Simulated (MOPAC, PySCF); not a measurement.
C2HNO, SMILES `[C]([N+]#[C-])O` (lower singlet), neutral singlet in the gas phase. This singlet lies 1.18 eV below the relaxed triplet at the level B3LYP/cc-pVTZ // PBE0-D3(BJ)/def2-TZVP (Ansatz).

Cartesian coordinates (Å):
```xyz
5

C      1.9676     0.1771    -0.1252
N      0.8312    -0.1267    -0.0305
C     -0.3736    -0.7217     0.2505
O     -1.3513    -0.0606    -0.2833
H     -1.0738     0.7320    -0.7846
```
Charge 0, multiplicity 1.

All levels are single points at this geometry (PBE0-D3(BJ)/def2-TZVP); Pople sets use spherical d functions. Orbital energies aren't observables, and empty levels follow the basis.

```tsv
level	HOMO (eV)	LUMO (eV)	gap (eV)	dipole (D)	vertical IE, Delta-SCF (eV)
PBE-D3(BJ)/def2-TZVP in PySCF	-6.43	-4.05	2.38	2.77	–
PBE0-D3(BJ)/def2-TZVP in PySCF	-7.78	-2.92	4.86	2.71	–
B3LYP/6-31G* in PySCF	-7.10	-2.70	4.40	2.61	10.09
BP86/6-31G* in PySCF	-6.06	-3.69	2.37	2.72	–
PBE/6-31G* in PySCF	-5.93	-3.60	2.33	2.73	9.87
SVWN5/6-31G* in PySCF	-5.97	-3.85	2.12	2.79	10.02
HF/3-21G in PySCF	-10.73	1.90	12.64	2.56	–
HF/6-31G* in PySCF	-10.91	1.92	12.83	2.40	9.15
HF/STO-3G in PySCF	-8.62	5.32	13.94	2.25	–
AM1 in MOPAC	-11.06	-0.39	10.67	1.98	–
PM3 in MOPAC	-10.87	-0.96	9.90	2.27	–
PM6 in MOPAC	-10.84	-0.11	10.73	1.88	–
PM7 in MOPAC	-10.89	0.30	11.19	1.65	–
```
